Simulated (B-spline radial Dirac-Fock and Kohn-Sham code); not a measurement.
Z = 59 (praseodymium), transition energy 18.8 keV. The computed values come from an atomic code on a B-spline grid: a Dirac-Hartree-Slater potential of the neutral atom with a Latter tail (no hole, which puts coefficients of high multipoles low close above an edge), finite nucleus with surface currents. The K shell is not open to conversion at this energy. Subshells that would emit electrons below 1 keV are left out.

Q: A pure transition shows α(L) = 358000, L1/L2 = 0.0135 and L1/L3 = 0.00949. What is its multipolarity?
A. E3
B. M3
C. E2
D. M4
E. E1
F. M1
G. M2
H. E4

A: A. For comparison, α(L), L1/L2, L1/L3 are E1 3.44, 1.36, 0.869; E2 2350, 0.00601, 0.00415; E4 2.21e+07, 0.0128, 0.00890; M1 21.1, 11.0, 52.2; M2 3620, 15.3, 1.83; M3 649000, 14.3, 0.177; M4 5.76e+07, 12.0, 0.0553.
